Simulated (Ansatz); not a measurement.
`[F][SnH]([F])[SiH3]` + `CNB(F)F` → `[F][Sn]([F])([F])[SiH3]` + `CNBF`  (redistribution)

Program: Ansatz. Geometries: PBE0-D4/def2-TZVP. ΔE: electronic, gas phase. CCSD(T)/CBS adds triple-zeta CCSD(T) − MP2 to the extrapolated MP2 energy (def2 sets, frozen cores). This one scheme is used for every species. DFT in def2-TZVPP. B3LYP here is the variant with VWN-RPA as its local correlation; programs differ in this. HSE06 is defined as in plane-wave codes. Elements past krypton have def2 core potentials. For Sn outer-core shells are correlated without core-valence functions, which leaves a few kJ/mol of doubt a bond. One conformer a species, not always the lowest.

```csv
level,ΔE (kcal/mol),difference from CCSD(T)/CBS
BLYP-D4,15.1,-1.4
r2SCAN-D4,17.8,1.3
B97M-V,19.2,2.7
PBE0-D4,18.7,2.2
r2SCAN0-D4,19.8,3.3
HSE06-D4,18.7,2.2
BHLYP-D4,19.3,2.8
ωB97X-V,17.1,0.6
ωB97M-V,18.0,1.5
revPBE,15.1,-1.4
B3LYP,17.2,0.7
HF/def2-SVP,25.6,9.1
CCSD/def2-SVP,22.5,6.0
MP2/def2-TZVPP,17.8,1.3
SCS-MP2/def2-TZVPP,17.4,0.9
CCSD(T)/def2-TZVPP,18.7,2.2
CCSD(T)/CBS,16.5,0
```

Largest T1 diagnostic among the species: 0.015.

From BLYP to BHLYP (50 % exact exchange), in def2-TZVPP and without D4, ΔE moves by +4.5 kcal/mol. At CCSD(T), def2-SVP lies +5.7 kcal/mol from the extrapolated value and def2-TZVPP +2.2 kcal/mol.
